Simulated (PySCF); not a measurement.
## Computed structure and properties of [Gd(NH3)3]3+

System: [Gd(NH3)3]3+ (singlet in the valence; each metal's 4f electrons, 7 of them, lie in its core potential, out of spins and levels); start: displaced along the imaginary mode (C3). Method: PySCF 2.14.0, RKS B3LYP, Gd lcecp-1-SVP with ECP53, N def2-SVP, H def2-SVP; non-relativistic Hamiltonian with scalar-relativistic core potentials where named; density fitting; no spin-orbit coupling.

Input of the relaxation:

```python
mol = gto.M(atom='''
Gd    -0.00000     0.00000    -0.00960
N      2.45193     0.00099     0.02887
H      2.89174    -0.65678     0.73576
H      2.91153    -0.28103    -0.88538
H      2.90198     0.93709     0.25000
N     -1.22682     2.12294     0.02887
H     -0.87708     2.83271     0.73576
H     -1.21239     2.66197    -0.88538
H     -2.26253     2.04464     0.25000
N     -1.22511    -2.12393     0.02887
H     -2.01466    -2.17593     0.73576
H     -1.69914    -2.38095    -0.88538
H     -0.63945    -2.98173     0.25000''',
    basis={'Gd': 'lcecp-1-SVP', 'N': 'def2-SVP', 'H': 'def2-SVP'},
    ecp={'Gd': 'lcecp-1-SVP'},
    charge=3, spin=0)
mf = dft.RKS(mol, xc='B3LYP')
mf.grids.atom_grid = (50, 194)  # f atoms: unpruned, at least (60, 302)
mf = mf.density_fit()  # fitting sets: Gd AutoAux, N def2-universal-JKFIT, H def2-universal-JKFIT
mf.conv_tol = 1e-08; mf.max_cycle = 55
mf.kernel(dm0)  # dm0: converged density of the start geometry
# quasi-Newton relaxation in Cartesian coordinates to a largest gradient under 0.00045 Eh/bohr, steps kept in the point group
```

Run from Python with OMP_NUM_THREADS=2; the lines above give its settings. Where DIIS fails, smearing, a level shift and second-order steps follow.
It took 97 s on 2 threads of Arm Neoverse V1, on a shared host, from the converged density of the start.

Course of the relaxation:

```tsv
step	energy above end (eV)	largest force component within the symmetry (eV/Å)
0	0.1363	0.842
1	0.0442	0.025
2	0.0439	0.013
3	0.0436	0.018
4	0.0427	0.060
5	0.0411	0.114
6	0.0401	0.159
7	0.0387	0.202
11	0.0056	0.139
12	0.0015	0.090
13	0.0009	0.030
14	0.0004	0.024
15	0.0001	0.027
16	0.0000	0.019
```
(The steps between are left out.)

Relaxed geometry (C3):

```xyz
13

Gd    0.0000    0.0000   -0.7843
N     2.3163   -0.0014   -0.0043
H     2.5449   -0.6649    0.7615
H     3.0188   -0.2442   -0.7317
H     2.6735    0.9026    0.3620
N    -1.1569    2.0066   -0.0043
H    -0.6966    2.5363    0.7615
H    -1.2980    2.7365   -0.7317
H    -2.1184    1.8641    0.3620
N    -1.1593   -2.0053   -0.0043
H    -1.8482   -1.8715    0.7615
H    -1.7208   -2.4923   -0.7317
H    -0.5551   -2.7666    0.3620
```

| contact | Å |
| --- | --- |
| Gd1–N2 (NH3) | 2.444 |
| Gd1–N6 (NH3) | 2.444 |
| Gd1–N10 (NH3) | 2.444 |

On the finer grid (75, 302):

```json
{
 "HOMO": "-24.16 eV",
 "LUMO": "-16.78 eV",
 "Dipole about the centre of mass": "2.61 D",
 "Set of Mulliken populations of Gd1 outside the core potential": "s 2.25, p 6.16, d 0.75, f 0.03",
 "D3(BJ) dispersion energy (not in the energies)": "-0.424 eV"
}
```

```json
{"atom": "Gd1", "Mulliken (e)": "1.81", "Löwdin (e)": "1.55", "spin (e)": "0.00"}
{"atom": "N2", "Mulliken (e)": "-0.34", "Löwdin (e)": "-0.02", "spin (e)": "0.00"}
{"atom": "H3", "Mulliken (e)": "0.25", "Löwdin (e)": "0.17", "spin (e)": "0.00"}
{"atom": "H4", "Mulliken (e)": "0.25", "Löwdin (e)": "0.17", "spin (e)": "0.00"}
{"atom": "H5", "Mulliken (e)": "0.25", "Löwdin (e)": "0.17", "spin (e)": "0.00"}
{"atom": "N6", "Mulliken (e)": "-0.34", "Löwdin (e)": "-0.02", "spin (e)": "0.00"}
{"atom": "H7", "Mulliken (e)": "0.25", "Löwdin (e)": "0.17", "spin (e)": "0.00"}
{"atom": "H8", "Mulliken (e)": "0.25", "Löwdin (e)": "0.17", "spin (e)": "0.00"}
{"atom": "H9", "Mulliken (e)": "0.25", "Löwdin (e)": "0.17", "spin (e)": "0.00"}
{"atom": "N10", "Mulliken (e)": "-0.34", "Löwdin (e)": "-0.02", "spin (e)": "0.00"}
{"atom": "H11", "Mulliken (e)": "0.25", "Löwdin (e)": "0.17", "spin (e)": "0.00"}
{"atom": "H12", "Mulliken (e)": "0.25", "Löwdin (e)": "0.17", "spin (e)": "0.00"}
{"atom": "H13", "Mulliken (e)": "0.25", "Löwdin (e)": "0.17", "spin (e)": "0.00"}
```

The 4f levels lie in the core potential and are missing. Their spin isn't counted.

On the grid (50, 194), as all that follows. Harmonic modes: 3 unstable but soft, so probably a saddle point, though modes this soft are near the noise (counted below −25 cm⁻¹); lowest -34 cm⁻¹ (negative: unstable), highest 3376 cm⁻¹, zero-point energy 3.053 eV.

Taking off one NH3 (charge 0, singlet; the rest: singlet) in vacuum, both parts rigid, costs 3.97 eV; the small basis without counterpoise inflates it. Parting with an electron moved from the ligand to the metal can be far cheaper, even downhill.

Rigid scan of NH3 along the line from its metal:

(distance to N2 (Å), energy (eV)): (2.14, 0.474), (2.24, 0.182), (2.34, 0.039), (2.44, 0.000), (2.54, 0.032), (2.64, 0.113), (2.84, 0.359)

One start shape was tried, so this needn't be the lowest isomer.

An lcecp potential fixes the number of 4f electrons, so in runs with it no electron can move into or out of that shell.
